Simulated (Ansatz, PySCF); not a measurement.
This PySCF input computes a PBE/def2-TZVPD energy:

```python
from pyscf import gto, scf, dft

mol = gto.M(
    atom='''
    Al   -0.00000000   -0.00000000   -0.02370278
    O    -0.00000000   -0.00000000   -1.72887262
    F     0.00000000    0.00000000    1.57101302
    ''',
    basis='def2-tzvpd',
    charge=1,
    spin=1,
    symmetry='C2v',
    verbose=4,
)

mf = dft.UKS(mol, xc='pbe').density_fit(auxbasis='def2-universal-jkfit')
mf.grids.level = 3
mf.conv_tol = 1e-9
mf.max_cycle = 100
mf.max_memory = 1500
mf.kernel()
if not mf.converged:
    mf = mf.newton()
    mf.kernel(mf.make_rdm1())
mf.analyze()
```

Task: Write an input for the same energy in Ansatz (a quantum-chemistry and plane-wave program) and say what it gives.

Result: 
Ansatz 0.2 input:
```yaml
crystal:
  periodic: [false, false, false]
  atoms:
    - {symbol: Al, position_ang: [-0.00000000, -0.00000000, -0.02370278]}
    - {symbol: O, position_ang: [-0.00000000, -0.00000000, -1.72887262]}
    - {symbol: F, position_ang: [0.00000000, 0.00000000, 1.57101302]}
basis:
  gaussian:
    orbitals: def2-TZVPD
hamiltonian:
  xc: {name: PBE}
total_charge: 1
magnetization: {spin_polarized: true, initial_magnetization: 1}
output: {forces: true}
```
It gives -416.95086 Eh, and PySCF -416.95090 Eh, a difference of 0.04 mEh, from the treatment of integrals and grids.
